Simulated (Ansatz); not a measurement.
Cost and result for the atomization energy of CH₆NPSi (`C[SiH]1NP1`) (10 atoms, 10 bonds).

| atom | x (Å) | y (Å) | z (Å) |
| --- | --- | --- | --- |
| C1 | -0.722 | 0.596 | 1.213 |
| Si2 | 0.428 | -0.461 | 0.214 |
| N3 | 0.981 | 0.195 | -1.277 |
| P4 | 0.054 | -1.253 | -1.785 |
| H5 | -0.157 | 1.319 | 1.807 |
| H6 | -1.398 | 1.140 | 0.551 |
| H7 | -1.315 | -0.016 | 1.897 |
| H8 | 1.396 | -1.218 | 1.047 |
| H9 | 1.919 | 0.289 | -1.633 |
| H10 | -1.188 | -0.592 | -2.034 |

Charge 0, multiplicity 1. All single points use the PBE0-D4/def2-TZVP geometry. Program: Ansatz. All runs use 2 threads of an Arm Neoverse N1 on a shared host. Times are those of one run each, without the atoms' runs, and a repeat can differ threefold. Electronic energies, without spin–orbit coupling; frozen cores. CCSD(T)/CBS adds CCSD(T) − MP2 in def2-TZVPP to the MP2 limit, and its time is that of the two runs behind it. T1 = 0.013. B3LYP takes the VWN-RPA correlation (the form of Gaussian; ORCA's B3LYP/G).

CCSD(T)/CBS is a level of theory with its own doubt, some kJ/mol a heavy atom from the limit and from the frozen cores, so smaller differences don't rank the functionals.

```json
{"level": "LDA (SPW92)/def2-TZVPP", "functions": "230", "wall time": "3.2 s"}
{"level": "BLYP-D4/def2-TZVPP", "functions": "230", "wall time": "6 s"}
{"level": "CCSD(T)/def2-SVP", "functions": "94", "wall time": "6.5 s"}
{"level": "CAM-B3LYP-D4/def2-TZVPP", "functions": "230", "wall time": "8.5 s"}
{"level": "B3LYP-D4/def2-TZVPP (with forces)", "functions": "230", "wall time": "12 s"}
{"level": "r2SCAN-D4/def2-TZVPP (with forces)", "functions": "230", "wall time": "13 s"}
{"level": "PBE-QIDH/def2-TZVPP", "functions": "230", "wall time": "13 s"}
{"level": "ωB97X-V/def2-TZVPP", "functions": "230", "wall time": "20 s"}
{"level": "B97M-V/def2-TZVPP", "functions": "230", "wall time": "25 s"}
{"level": "ωB97M-V/def2-TZVPP (with forces)", "functions": "230", "wall time": "28 s"}
{"level": "MP2/def2-QZVPP", "functions": "434", "wall time": "46 s"}
{"level": "CCSD(T)/def2-TZVPP", "functions": "230", "wall time": "3.1 min"}
{"level": "CCSD(T)/CBS(def2)", "functions": "–", "wall time": "3.9 min"}
```

**Question.** What atomization energy does each give, and how far from CCSD(T)/CBS? (An estimate is asked.)

**Answer.** The calculation gave: 
```csv
level,atomization (kJ/mol),difference from CCSD(T)/CBS,per bond
LDA (SPW92)/def2-TZVPP,3845.2,491.7,49.2
BLYP-D4/def2-TZVPP,3366.2,12.7,1.3
CCSD(T)/def2-SVP,3064.4,-289.1,-28.9
CAM-B3LYP-D4/def2-TZVPP,3375.2,21.7,2.2
B3LYP-D4/def2-TZVPP (with forces),3371.7,18.2,1.8
r2SCAN-D4/def2-TZVPP (with forces),3358.7,5.2,0.5
PBE-QIDH/def2-TZVPP,3318.1,-35.4,-3.5
ωB97X-V/def2-TZVPP,3394.3,40.8,4.1
B97M-V/def2-TZVPP,3392.0,38.5,3.8
ωB97M-V/def2-TZVPP (with forces),3386.2,32.7,3.3
MP2/def2-QZVPP,3328.8,-24.7,-2.5
CCSD(T)/def2-TZVPP,3241.7,-111.8,-11.2
CCSD(T)/CBS(def2),3353.5,0.0,0.0
```

Leaving LDA and LC-ωPBE aside and taking each functional with its dispersion term where it has one, the values, not all of them listed here, spread over 143.6 kJ/mol, from BHLYP-D4 to PBE-D4. LDA lies +448.4 kJ/mol from PBE without D4, its usual overbinding. From BLYP to BHLYP (50 % exact exchange), in def2-TZVPP and without D4, the atomization energy moves by −70.5 kJ/mol: exact exchange takes away binding that semilocal exchange gives to molecules. The D4 term adds +35.9 kJ/mol with B3LYP and +18.7 kJ/mol with PBE0; it sums over pairs of atoms, weighted by their polarisabilities, and B3LYP, whose exchange is more repulsive, gets the larger term.
